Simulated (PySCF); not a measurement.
Input of a run (PBE0-D3(BJ)/def2-SVP geometry optimisation, gas phase (PySCF 2.14.0)), started from GFN2-xTB:
```
{"job": {"xc": "PBE0", "basis": "def2-SVP", "d3": "d3bj", "grid": 1, "shake": 0.01, "kind": "geom"}, "charge": 0, "multiplicity": 1}
Cl     2.374670     1.797680    -0.056370
B      1.648140     0.241940    -0.074060
Cl     2.651930    -1.142500    -0.166130
C      0.185070     0.092790    -0.010120
C     -1.064190     0.598560     0.052820
Br    -2.151250     2.080020     0.152760
C     -1.030480    -0.875630     0.020640
H     -1.310390    -1.379220    -0.895640
H     -1.245690    -1.430800     0.942370
```

Output (energies in Eh, forces in Eh/bohr):
```
step   0  E = -3633.47236429  max force = 0.077609
step   1  E = -3633.47682560  max force = 0.007178
step   2  E = -3633.47713133  max force = 0.003843
step   3  E = -3633.47727644  max force = 0.003313
step   4  E = -3633.47738144  max force = 0.002214
step   5  E = -3633.47742673  max force = 0.000684
step   6  E = -3633.47742976  max force = 0.000284
optimisation converged
```

Q: Summarise the run.

A: The energy falls by 13.3 kJ/mol over 7 energy and gradient evaluations, the largest force component goes from 0.0776 to 2.8e-04 Eh/bohr, and the atoms move by 0.037 Å rms after alignment. The bond that changes most is B2–C4 (three-coordinate boron to fully substituted alkene carbon), which lengthens by 0.048 Å. Bonds longer at the end by more than 0.005 Å: 4 of 9; shorter: 3. The energy never rose by more than 1e-6 Eh on the way. The first step brought 88 % of the lowering.

Q: What are the final bond lengths?

A: Cl1–B2 1.751 Å, B2–Cl3 1.750 Å, B2–C4 1.520 Å, C4=C5 1.310 Å, C5–Br6 1.827 Å, C5–C7 1.472 Å, C4–C7 1.533 Å, C7–H8 1.100 Å, C7–H9 1.100 Å. Numbering counts from 1 in the input's order; the species is `ClB(Cl)C1=C(Br)C1`.

The run used 134 basis functions and 50 SCF cycles in all. On an Arm Neoverse V1 with one thread, shared host with 64 logical CPUs at a one-minute load of 38, this took 70 s and 0.57 GiB of memory at its peak.

Stationary, but not proved a minimum. One conformer, not necessarily the lowest.

Shape of the structure used: `[Cl:1][B:2]([Cl:3])[C:4]1=[C:5]([Br:6])[CH2:7]1`: Cl1–B2–C4–C5 2°.
